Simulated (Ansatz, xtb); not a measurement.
Relative energy of two isomers of C5H6N2O2

Structure a: `Cc1cnc(OC=O)[nH]1`, a singlet. Structure b: `CC(=O)Oc1cnc[nH]1`, a singlet. Both are isolated molecules in the gas phase, relaxed with r2SCAN-D4/def2-SVP; the shapes shown needn't be the lowest conformers.

a (Å):

```xyz
15

C    -2.8355    1.2322   -2.5995
C    -2.1329    0.1826   -1.8161
C    -2.5444   -1.0259   -1.2874
C    -0.5060   -0.8521   -0.7579
C     1.7741   -0.3109   -0.3552
N    -1.5178   -1.6612   -0.6292
N    -0.7975    0.2798   -1.4601
O     0.7224   -1.1404   -0.2261
O     1.7792    0.7492   -0.9285
H    -2.3744    1.3880   -3.5899
H    -3.8806    0.9344   -2.7604
H    -2.8402    2.2054   -2.0792
H    -3.5383   -1.4693   -1.3516
H     2.6422   -0.7689    0.1579
H    -0.1279    1.0196   -1.6563
```

b (Å):

```xyz
15

C     0.9581    0.4883   -1.8427
C    -0.4033    0.1028   -1.3537
C    -1.4199   -1.5818    0.0038
C    -1.4634   -2.7036    0.8047
C    -3.4794   -1.9889    0.6248
N    -2.7598   -2.9387    1.1806
N    -2.7104   -1.1269   -0.1095
O    -1.4395    0.6776   -1.5948
O    -0.3237   -1.0124   -0.5764
H     1.4068   -0.3460   -2.4023
H     0.8794    1.3754   -2.4807
H     1.6183    0.6940   -0.9866
H    -0.6306   -3.3331    1.1156
H    -4.5595   -1.8651    0.7117
H    -2.9686   -0.3051   -0.6500
```

Quicker runs give these differences E(b) − E(a): GFN2-xTB −6.75 kJ/mol; HF/STO-3G −7.79 kJ/mol (at GFN2-xTB geometries); r2SCAN-D4/def2-SVP//GFN2-xTB −1.05 kJ/mol.

Task: Estimate E(b) − E(a) at the level CCSD(T)/def2-SVP + ΔMP2/def2-TZVPP.

Result: Too close to call at this level: CCSD(T)/def2-SVP + ΔMP2/def2-TZVPP gives E(b) − E(a) = −0.29 kJ/mol.

Level by level:

```tsv
level	geometry	E(b) − E(a) (kJ/mol)	departure from the last row (kJ/mol)	job, with rough time for the two
GFN2-xTB	GFN2-xTB	−6.75	−6.46	optimisation, 0.14 s
HF/STO-3G	GFN2-xTB	−7.79	−7.50	single point, 0.48 s
r2SCAN-D4/def2-SVP//GFN2-xTB	GFN2-xTB	−1.05	−0.76	single point, 4.3 s
r2SCAN-D4/def2-SVP	r2SCAN-D4/def2-SVP	−0.25	+0.03	optimisation, 39 s
HF/def2-SVP	r2SCAN-D4/def2-SVP	−0.04	+0.25	part of the CCSD(T) run
MP2/def2-SVP	r2SCAN-D4/def2-SVP	+4.41	+4.69	part of the CCSD(T) run
CCSD(T)/def2-SVP	r2SCAN-D4/def2-SVP	+2.85	+3.14	single point
CCSD(T)/def2-SVP + ΔMP2/def2-TZVPP	r2SCAN-D4/def2-SVP	−0.29		single point, 2.7 min
```

As drawn, both hold the same kinds of bond in the same numbers.

The largest departure from CCSD(T)/def2-SVP + ΔMP2/def2-TZVPP is that of HF/STO-3G, 7.50 kJ/mol. A small imaginary or near-zero mode remains, so no thermal terms are given. The last row adds to CCSD(T) the change of the MP2 difference between the two basis sets, here −3.14 kJ/mol.

The correlated steps freeze 9 core orbitals. Programs: Ansatz 0.2.0, xtb 6.7.1; the last row on 4 threads of Arm Neoverse V1 on a shared host.
